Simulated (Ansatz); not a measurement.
Born–Oppenheimer molecular dynamics of CH2BFO (6 atoms, charge 0, multiplicity 1). It starts at the highest image of a converged band. Of that band: The profile has 2 maxima (images 2, 5) with wells between them (image 3): this band takes more than one step, which may be the mechanism or a detour left from its start path. Neighbouring images differ by up to 1.7 eV, so the band resolves the path poorly. A vibrational analysis at the climbing image gives one clearly imaginary mode, 1581i cm⁻¹: a first-order saddle point.

Level of theory: Ansatz, RKS B3LYP-D4/def2-SVPD.

- ensemble: NVE (velocity Verlet)
- time step: 0.5 fs
- steps asked: 200
- starting velocities drawn for: 300 K
- seed: 4054

First frame:

```xyz
6
Properties=species:S:1:pos:R:3
F -1.716 0.032 -0.732
C -0.583 -0.591 -0.475
B 0.295 0.034 0.697
O 1.116 0.446 -0.279
H 0.627 -0.244 -1.122
H 0.304 0.259 1.865
```

How far do the bonds stretch over the last three quarters of this one trajectory? (Pairs bonded in most of those frames.)


```csv
bond,mean (Å),spread (Å),shortest,longest
F1–C2,1.392,0.113,1.20,1.57
C2–B3,1.583,0.142,1.41,1.87
C2–H5,1.134,0.099,0.96,1.28
B3–O4,1.341,0.092,1.17,1.55
B3–H6,1.200,0.028,1.14,1.27
```

Mean temperature of the second half: 2793 K. The conserved energy stayed within 1.2 meV per atom of its start (net change -0.22 meV per atom), so the integration is sound. The kinetic energy rose, since the run started high on the potential surface and went downhill. A run of 0.1 ps of so small a system gives no equilibrium averages. The orbitals stay closed-shell, which can raise the energy where a bond breaks towards radicals; this wasn't checked here.

The run took 3.7 min on 2 threads of Intel(R) Xeon(R) Platinum 8488C (Sapphire Rapids), with other jobs on the host, peak memory 0.19 GiB.
